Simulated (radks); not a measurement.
The praseodymium ion Pr32+, configuration [Ar] 3d9 (the NIST ground configuration). Method: scalar-relativistic Kohn-Sham, LDA (Slater exchange, VWN5 correlation), spin-polarised, spherical densities, finite nucleus; open shells are filled with parallel spins first (spin-orbit coupling, left out, can overturn this in heavy ions); Fermi nuclear charge, rms radius 4.8919 fm; computed with a radial shooting solver on a logarithmic mesh with Libxc functionals.

Normalised radial functions P(r) = r R(r), r in bohr:

r,3s down,3d down
0.001637,0.2750,0.0001
0.001831,0.3005,0.0001
0.002048,0.3278,0.0001
0.00229,0.3569,0.0001
0.002541,0.3856,0.0002
0.002842,0.4182,0.0002
0.003179,0.4523,0.0003
0.003556,0.4879,0.0004
0.003946,0.5219,0.0006
0.004413,0.5592,0.0008
0.004936,0.5967,0.0011
0.005521,0.6336,0.0015
0.006127,0.6665,0.0020
0.006853,0.6996,0.0027
0.007665,0.7289,0.0036
0.008573,0.7528,0.0049
0.009513,0.7686,0.0065
0.01064,0.7768,0.0089
0.0119,0.7735,0.0120
0.01331,0.7561,0.0162
0.01477,0.7251,0.0213
0.01652,0.6731,0.0286
0.01848,0.5994,0.0382
0.02067,0.5019,0.0509
0.02293,0.3887,0.0662
0.02565,0.2419,0.0875
0.02869,0.0704,0.1149
0.03209,-0.1229,0.1500
0.03561,-0.3173,0.1911
0.03983,-0.5353,0.2462
0.04455,-0.7512,0.3147
0.04983,-0.9512,0.3985
0.05529,-1.1078,0.4918
0.06185,-1.2276,0.6102
0.06917,-1.2781,0.7480
0.07737,-1.2418,0.9048
0.08585,-1.1185,1.0654
0.09603,-0.8831,1.2508
0.1074,-0.5443,1.4427
0.1201,-0.1169,1.6318
0.1333,0.3351,1.7951
0.1491,0.8445,1.9451
0.1668,1.3317,2.0547
0.1865,1.7471,2.1109
0.207,2.0300,2.1063
0.2315,2.1942,2.0352
0.259,2.2003,1.8963
0.2896,2.0579,1.6977
0.3214,1.8186,1.4726
0.3595,1.4881,1.2052
0.4021,1.1315,0.9341
0.4497,0.7954,0.6812
0.499,0.5314,0.4780
0.5582,0.3148,0.3032
0.6243,0.1684,0.1766
0.6983,0.0805,0.0935
0.7748,0.0363,0.0471
0.8667,0.0135,0.0200

3s down: eigenvalue -2595.5 eV, 2 radial nodes at r = 0.0299, 0.124 bohr, <r> = 0.266 bohr, 90 % of the charge inside 0.389 bohr. 3d down: eigenvalue -2074.1 eV, 0 radial nodes, <r> = 0.237 bohr, 90 % of the charge inside 0.367 bohr.
